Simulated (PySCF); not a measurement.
A small calculation by hand: entropy of an ideal gas

Si(H)2(OH)(SiH3) (H6OSi2), SMILES O[SiH2][SiH3].

Geometry: PBE0-D3(BJ)/def2-SVP. One conformer was computed; it need not be the lowest.

PySCF with PBE0-D3(BJ)/def2-SVP gives the harmonic wavenumbers 107, 145, 224, 355, 416, 510, 604, 726, 821, 835, 896, 907, 930, 931, 950, 2192, 2210, 2220, 2229, 2254, 3933 cm⁻¹ and the rotational temperatures 0.7230, 0.1584, 0.1395 K. The molar mass is 78.22 g/mol, the symmetry number 1, the spin multiplicity 1.

### Question
Work out the entropy at 298.15 K and 1 atm in the rigid-rotor, harmonic-oscillator model.

### Answer

Translation (Sackur–Tetrode at 1 atm): S = R[1.5 ln M + 2.5 ln T − 1.16487] = 163.1 J/(mol K).
Rotation: q = (√π/σ) T^1.5/√(θA θB θC) = 72200, S = R[ln q + 3/2] = 105.5 J/(mol K).
Vibration: with u = 1.4388 ν/T, each mode gives R[u/(e^u − 1) − ln(1 − e^−u)]:
| ν (cm⁻¹) | modes | u | S (J/(mol K)) |
|---|---|---|---|
| 107 | 1 | 0.52 | 13.90 |
| 145 | 1 | 0.70 | 11.45 |
| 224 | 1 | 1.08 | 8.06 |
| 355 | 1 | 1.71 | 4.79 |
| 416 | 1 | 2.01 | 3.79 |
| 510 | 1 | 2.46 | 2.65 |
| 604 | 1 | 2.91 | 1.85 |
| 726 | 1 | 3.50 | 1.16 |
| 821 | 1 | 3.96 | 0.80 |
| 835 | 1 | 4.03 | 0.76 |
| 896 | 1 | 4.32 | 0.59 |
| 907 | 1 | 4.38 | 0.57 |
| 930 | 1 | 4.49 | 0.52 |
| 931 | 1 | 4.49 | 0.52 |
| 950 | 1 | 4.58 | 0.48 |
The stiffer modes add less than 0.005 each. Sum 51.9 J/(mol K).
Spin: R ln 1 = 0.0 J/(mol K).
Total 320.5 J/(mol K); the program's own thermochemistry gives 320.5. Translation makes up 51 % and vibration 16 %. Anharmonicity, hindered rotation and orbital degeneracy are left out.
